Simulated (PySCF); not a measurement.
# Spin states of GaBr

Unrestricted PBE0; PySCF, no relativity, basis sets Ga pcseg-1, Br pcseg-1. Outer shells of the fragments: Ga 3d10 4s2 4p1; Br 3d10 4s2 4p5.

Followed along the bond (rough minima from three points):

```tsv
2Ms+1	unpaired	⟨S²⟩ at the start	R at minimum (Å)	Te (eV)
1	none	0.00	2.40	0.00
3	σ ↑, π ↑	2.00	2.36	3.34
```

Solutions found at the starting distance of 2.320 Å, counted from the lowest of them; the search is not exhaustive and high or unbound solutions are not listed, so other states can lie among these:

```csv
2Ms+1,unpaired,term,E (eV),⟨S²⟩,⟨Lz²⟩,μ (D)
1,none,¹Σ⁺,0.00,0.00,0.00,-2.01
3,"σ ↑, π ↑",³Π,3.32,2.00,1.00,-1.39
1,"σ ↑, π ↓",mixed,3.84,1.01,1.00,-0.96
3,π ↑↑,mixed,5.47,2.01,2.01,3.45
3,π ↑↑,mixed,5.65,2.01,2.01,3.50
3,σ ↑↑,³Σ⁺,5.78,2.00,0.00,-0.24
3,"σ ↑, π ↑",³Π,7.74,2.00,1.01,4.29
```

A term symbol is given only where ⟨S²⟩ and ⟨Lz²⟩ are close to those of a pure state; real π, δ and φ orbitals otherwise mix terms. A positive dipole means Ga(−)Br(+).

Counting both spins, an empty level lies below a filled one in some of these solutions, because spin and occupation are held.
